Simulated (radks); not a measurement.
Trend from La to Lu: ionisation energy by Delta-SCF between NIST ground configurations, and size. All-electron calculation, Dirac Kohn-Sham, PBE, spin-unpolarised, spherical densities, point nucleus; open shells fill j = l - 1/2 first. Program: a radial shooting solver on a logarithmic mesh with Libxc functionals.

\begin{tabular}{lrrrrr}
species & configuration & IE (eV) & NIST (eV) & kind & -e(HOMO) (eV) \\ \hline
La & [Xe] 5d1 6s2 & 5.920 & 5.577 & exp. & 3.172 (5d3/2) \\
Ce & [Xe] 4f1 5d1 6s2 & 6.116 & 5.539 & exp. & 3.144 (5d3/2) \\
Pr & [Xe] 4f3 6s2 & 5.716 & 5.470 & semi-emp. & 1.335 (4f5/2) \\
Nd & [Xe] 4f4 6s2 & 5.794 & 5.525 & exp. & 1.839 (4f5/2) \\
Pm & [Xe] 4f5 6s2 & 5.868 & 5.582 & exp. & 2.243 (4f5/2) \\
Sm & [Xe] 4f6 6s2 & 5.941 & 5.644 & exp. & 2.563 (4f5/2) \\
Eu & [Xe] 4f7 6s2 & 6.015 & 5.670 & exp. & 2.262 (4f7/2) \\
Gd & [Xe] 4f7 5d1 6s2 & 6.617 & 6.150 & exp. & 2.637 (5d3/2) \\
Tb & [Xe] 4f9 6s2 & 6.163 & 5.864 & exp. & 2.546 (4f7/2) \\
Dy & [Xe] 4f10 6s2 & 6.236 & 5.939 & exp. & 2.609 (4f7/2) \\
Ho & [Xe] 4f11 6s2 & 6.310 & 6.022 & exp. & 2.626 (4f7/2) \\
Er & [Xe] 4f12 6s2 & 6.385 & 6.108 & exp. & 2.601 (4f7/2) \\
Tm & [Xe] 4f13 6s2 & 6.461 & 6.184 & exp. & 2.539 (4f7/2) \\
Yb & [Xe] 4f14 6s2 & 6.538 & 6.254 & exp. & 2.443 (4f7/2) \\
Lu & [Xe] 4f14 5d1 6s2 & 5.447 & 5.426 & exp. & 1.866 (5d3/2) \\
\end{tabular}

Reference values: NIST Atomic Spectra Database (exp. = measured, semi-emp. = semi-empirical, theory = theoretical value adopted there). Spin polarisation and multiplet splitting are left out, so open shells lie too high by an amount that depends on their filling.

Beside tabulated values, note that spin-unpolarised runs miss the spin-polarisation part of the exchange energy of open shells.
